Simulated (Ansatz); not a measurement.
Ge3H14Si3 (`[SiH3][GeH2][GeH2][SiH2][SiH2][GeH3]`), relaxed with RKS PBE0-D4/def2-TZVP in the Gaussian-basis code of Ansatz from a GFN2-xTB geometry. The force threshold is 0.005 eV/Å; the program also tests the step.

Total charge 0; spin multiplicity 1.

Start:

```xyz
20

Si   -2.626   -1.200    0.229
Ge   -0.751   -2.111   -0.841
Ge    1.487   -1.567   -0.141
Si    2.379    0.510   -0.815
Si    0.706    2.120   -0.639
Ge   -0.209    2.132    1.517
H    -2.629    0.257    0.062
H    -2.603   -1.509    1.659
H    -3.861   -1.737   -0.342
H    -0.863   -3.623   -0.935
H    -0.806   -1.777   -2.326
H     1.509   -1.657    1.376
H     2.403   -2.735   -0.469
H     2.893    0.398   -2.186
H     3.544    0.829    0.022
H     1.150    3.481   -0.963
H    -0.393    1.838   -1.577
H     0.619    2.835    2.557
H    -1.563    2.756    1.700
H    -0.389    0.762    2.114
```

Q: By how much does the energy fall, and how many steps does the optimiser take? (Estimate.)

A: Computed: 0.30 eV, in 11 steps, 1 of them rejected.

Q: Which bonds change most? (Best estimate.)

A: The calculation gave: Si5–Ge6 from 2.342 to 2.381 Å; Si1–Ge2 from 2.343 to 2.380 Å; Ge6–H18 from 1.503 to 1.538 Å; Ge6–H19 from 1.503 to 1.537 Å.

Q: Give the relaxed structure. (Best estimate.)

A: Ansatz gave: 
```xyz
20

Si   -2.506   -1.139    0.147
Ge   -0.679   -2.146   -0.999
Ge    1.475   -1.614   -0.006
Si    2.273    0.483   -0.803
Si    0.556    2.052   -0.614
Ge   -0.194    2.123    1.644
H    -2.465    0.340    0.004
H    -2.443   -1.483    1.592
H    -3.793   -1.634   -0.411
H    -0.873   -3.675   -0.985
H    -0.674   -1.697   -2.473
H     1.322   -1.569    1.526
H     2.481   -2.732   -0.343
H     2.694    0.330   -2.224
H     3.453    0.921   -0.006
H     1.001    3.409   -1.036
H    -0.570    1.636   -1.497
H     0.887    2.761    2.533
H    -1.491    2.935    1.788
H    -0.454    0.698    2.162
```
